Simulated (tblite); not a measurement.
Species: C₅H₈N₂.
Atom-mapped SMILES: `[CH2:1]=[CH:2][C:3]([CH:4]=[CH2:5])=[N:6][NH2:7]` (hydrogens: H8, H9 on C1; H10 on C2; H11 on C4; H12, H13 on C5; H14, H15 on N7)

Structure optimised with GFN2-xTB, isolated species.

(1) What internal coordinates does the optimisation give?

## Answers

(1) 
| bond | length (Å) | order |
| --- | --- | --- |
| C1=C2 | 1.327 | double |
| C2–C3 | 1.471 | single |
| C3–C4 | 1.454 | single |
| C4=C5 | 1.329 | double |
| C3=N6 | 1.287 | double |
| N6–N7 | 1.338 | single |
| C1–H8 | 1.078 | single |
| C1–H9 | 1.078 | single |
| C2–H10 | 1.084 | single |
| C4–H11 | 1.081 | single |
| C5–H12 | 1.077 | single |
| C5–H13 | 1.076 | single |
| N7–H14 | 1.020 | single |
| N7–H15 | 1.010 | single |

Orders are formal, as drawn. A selection of angles:
| angle | degrees |
| --- | --- |
| C2–C1–H8 | 121.7 |
| C2–C1–H9 | 122.0 |
| H8–C1–H9 | 116.1 |
| C1–C2–C3 | 125.0 |
| C1–C2–H10 | 120.0 |
| C3–C2–H10 | 115.0 |
| C2–C3–C4 | 119.3 |
| C2–C3–N6 | 125.5 |
| C4–C3–N6 | 115.2 |
| C3–C4–C5 | 125.4 |
| C3–C4–H11 | 114.0 |
| C5–C4–H11 | 120.6 |
| C4–C5–H12 | 122.4 |
| C4–C5–H13 | 121.4 |
| H12–C5–H13 | 116.2 |
| C3–N6–N7 | 123.1 |
| N6–N7–H14 | 118.6 |
| N6–N7–H15 | 111.8 |
| H14–N7–H15 | 115.7 |

Torsions: C1–C2–C3–C4 -138° (anticlinal); C2–C3–C4–C5 8° (synperiplanar); C2–C3–N6–N7 -5° (synperiplanar). The mirror-image conformer, all signs reversed, is as good.

N6 (C=N nitrogen) is bent (angle 123.1°). The 4 C–C bonds span 1.327 Å (C1=C2, drawn double) to 1.471 Å (C2–C3, drawn single), a spread of 0.144 Å. N7 (nitrogen bonded to N and 2 H) is pyramidal (angles 118.6°, 115.7° and 111.8°, sum 346.1°, 0.24 Å off the plane of its three neighbours). Of the pairs four or more bonds apart, C1···H14 is among the closest relative to their van der Waals radii: 2.43 Å, 84 % of the sum of Bondi's values.

Point group: C1 (no symmetry element, even within 0.4 Å). Its GFN2-xTB frequencies are all real (lowest 105 cm⁻¹). One conformer, not necessarily the lowest (C1–C2–C3–C4 -138°, C2–C3–C4–C5 8°, C3–N6–N7–H 19° and 158°). 3 starts were optimised and ended at 0.00, 0.97 and 4.73 kcal/mol (GFN2-xTB); the lowest of these is shown.

On an Intel Xeon Platinum 8488C with one thread, shared host with 96 logical CPUs at a one-minute load of 54, this took 0.32 s wall. This is the geometry optimisation.

All values are computed, not measured.
